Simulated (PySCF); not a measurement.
F₅W (SMILES [F][W]([F])([F])([F])[F]), doublet, at a GFN2-xTB geometry (such geometries of metal compounds can be far from the true shape) (the multiplicity is a formal guess) (core potentials on W); DF-R2SCAN/LANL2DZ (PySCF).

The PySCF input:
```python
from pyscf import gto, scf, dft

mol = gto.M(
    atom='''
W    -0.03015022   -0.02981885    0.01237638
F     0.90857097   -0.74373532    1.42824375
F    -1.31134382    0.35444955   -1.25364538
F     0.81683798    1.56556843    0.60506009
F     1.13261752    0.28813043   -1.45668027
F    -1.29878090   -1.21923586    0.57526044
''',
    basis='lanl2dz',
    ecp={'W': 'lanl2dz'},
    spin=1,
    verbose=4,
)

mf = dft.UKS(mol)
mf.xc = 'r2scan'
mf = mf.density_fit(auxbasis='def2-universal-jkfit')
mf.kernel()
```

Output, abridged:

```
PySCF version 2.14.0

[INPUT] verbose = 4
[INPUT] num. atoms = 6
[INPUT] num. electrons = 59
[INPUT] charge = 0
[INPUT] spin (= nelec alpha-beta = 2S) = 1
[INPUT] symmetry False subgroup None
[INPUT] Mole.unit = angstrom
[INPUT] Symbol           X                Y                Z      unit          X                Y                Z       unit  Magmom
[INPUT]  1 W     -0.030150220000  -0.029818850000   0.012376380000 AA   -0.056975658395  -0.056349459849   0.023387968614 Bohr   0.0
[INPUT]  2 F      0.908570970000  -0.743735320000   1.428243750000 AA    1.716950298030  -1.405456063966   2.698989526622 Bohr   0.0
[INPUT]  3 F     -1.311343820000   0.354449550000  -1.253645380000 AA   -2.478080674941   0.669812574475  -2.369046425526 Bohr   0.0
[INPUT]  4 F      0.816837980000   1.565568430000   0.605060090000 AA    1.543600070343   2.958495561965   1.143397859005 Bohr   0.0
[INPUT]  5 F      1.132617520000   0.288130430000  -1.456680270000 AA    2.140336916684   0.544487600853  -2.752726761357 Bohr   0.0
[INPUT]  6 F     -1.298780900000  -1.219235860000   0.575260440000 AA   -2.454340196816  -2.304021856649   1.087084681897 Bohr   0.0

nuclear repulsion = 331.125510315253
number of shells = 32
number of NR pGTOs = 163
number of NR cGTOs = 67
basis = lanl2dz
ecp = {'W': 'lanl2dz'}

******** <class 'pyscf.df.df_jk.DFUKS'> ********
method = DFUKS
initial guess = minao
damping factor = 0
level_shift factor = 0
DIIS = <class 'pyscf.scf.diis.CDIIS'>
diis_start_cycle = 1
diis_space = 8
diis_damp = 0
SCF conv_tol = 1e-09
SCF conv_tol_grad = None
SCF max_cycles = 50
direct_scf = False
number electrons alpha = 30  beta = 29
XC library pyscf.dft.libxc version 7.1.2
    S. Lehtola, C. Steigemann, M. J. T. Oliveira, and M. A. L. Marques,  SoftwareX 7, 1–5 (2018)
XC functionals = r2scan
    J. W. Furness, A. D. Kaplan, J. Ning, J. P. Perdew, and J. Sun,  J. Phys. Chem. Lett. 11, 8208–8215 (2020)
    J. W. Furness, A. D. Kaplan, J. Ning, J. P. Perdew, and J. Sun,  J. Phys. Chem. Lett. 11, 9248–9248 (2020)
    J. W. Furness, A. D. Kaplan, J. Ning, J. P. Perdew, and J. Sun,  J. Phys. Chem. Lett. 11, 8208–8215 (2020)
    J. W. Furness, A. D. Kaplan, J. Ning, J. P. Perdew, and J. Sun,  J. Phys. Chem. Lett. 11, 9248–9248 (2020)
radial grids:
    Treutler-Ahlrichs [JCP 102, 346 (1995); DOI:10.1063/1.469408] (M4) radial grids

becke partition: Becke, JCP 88, 2547 (1988); DOI:10.1063/1.454033
pruning grids: <function nwchem_prune>
grids dens level: 3
symmetrized grids: False
atomic radii adjust function: <function treutler_atomic_radii_adjust>
small_rho_cutoff = 0
Set gradient conv threshold to 3.16228e-05
tot grids = 95624
init E= -566.016781974086

cycle= 1 E= -564.891590654049  delta_E= 1.13  |g|= 1.62  |ddm|= 2.59

cycle= 2 E= -552.500986870976  delta_E= 12.4  |g|= 4.29  |ddm|= 5.26
cycle= 3 E= -562.495591025772  delta_E= -9.99  |g|= 3.26  |ddm|= 3.97
cycle= 4 E= -566.999395330176  delta_E= -4.5  |g|= 0.492  |ddm|= 2.21
cycle= 5 E= -566.873282765615  delta_E= 0.126  |g|= 0.771  |ddm|= 0.989
cycle= 6 E= -567.098439420624  delta_E= -0.225  |g|= 0.144  |ddm|= 0.623
cycle= 7 E= -567.105906558985  delta_E= -0.00747  |g|= 0.0444  |ddm|= 0.127
cycle= 8 E= -567.106306517953  delta_E= -0.0004  |g|= 0.0344  |ddm|= 0.0471
cycle= 9 E= -567.106797816264  delta_E= -0.000491  |g|= 0.00449  |ddm|= 0.0274
cycle= 10 E= -567.106810014426  delta_E= -1.22e-05  |g|= 0.000856  |ddm|= 0.00688
cycle= 11 E= -567.106810179679  delta_E= -1.65e-07  |g|= 0.000907  |ddm|= 0.00152
cycle= 12 E= -567.106810515995  delta_E= -3.36e-07  |g|= 0.000266  |ddm|= 0.000856
cycle= 13 E= -567.106810575795  delta_E= -5.98e-08  |g|= 7.15e-05  |ddm|= 0.000686
cycle= 14 E= -567.106810579636  delta_E= -3.84e-09  |g|= 2.05e-05  |ddm|= 0.00021
cycle= 15 E= -567.10681057984  delta_E= -2.05e-10  |g|= 6.52e-06  |ddm|= 2.48e-05
Extra cycle  E= -567.106810579767  delta_E= 7.39e-11  |g|= 1.55e-05  |ddm|= 1.61e-05
converged SCF energy = -567.106810579767  <S^2> = 0.75215091  2S+1 = 2.0021498
```
